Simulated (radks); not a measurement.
Question: These are the eigenvalues of the occupied orbitals of an atom or ion with whole-number occupations (eV). Method: scalar-relativistic Kohn-Sham, r2SCAN, spin-polarised, spherical densities, finite nucleus; meta-GGA in the generalised Kohn-Sham scheme; Fermi nuclear charge, rms radius of each element as measured or else 0.836 A^(1/3) + 0.57 fm; computed with a radial shooting solver on a logarithmic mesh with Libxc functionals.

1s down: -85820.65
1s up: -85820.62
2s up: -15420.50
2s down: -15419.73
2p up: -13282.21
2p down: -13281.59
3s up: -3792.614
3s down: -3792.397
3p up: -3174.499
3p down: -3174.219
3d up: -2532.294
3d down: -2531.742
4s up: -955.2026
4s down: -954.5174
4p up: -751.5695
4p down: -750.9838
4d up: -511.5259
4d down: -510.8134
5s up: -261.4033
5s down: -257.1595
4f up: -246.2238
4f down: -245.2208
5p up: -203.5658
5p down: -198.2228
5d up: -134.1966
5f up: -71.7962

Which element is it, and in what charge state? The configuration may be excited. Open shells, if any, are filled with parallel spins first.

Answer: Z = 81, thallium, charge +8: Tl8+ in [Xe] 4f14 5d4 5f1. The list shows which subshells hold electrons but not how many an open one holds; the 1s level, -3153.9 hartree, gives Z - s = 79.4 by -(Z - s)^2/2, which with screening and relativity narrows Z to a few neighbours, and the depths of the outer levels then fix element, charge and occupations together.
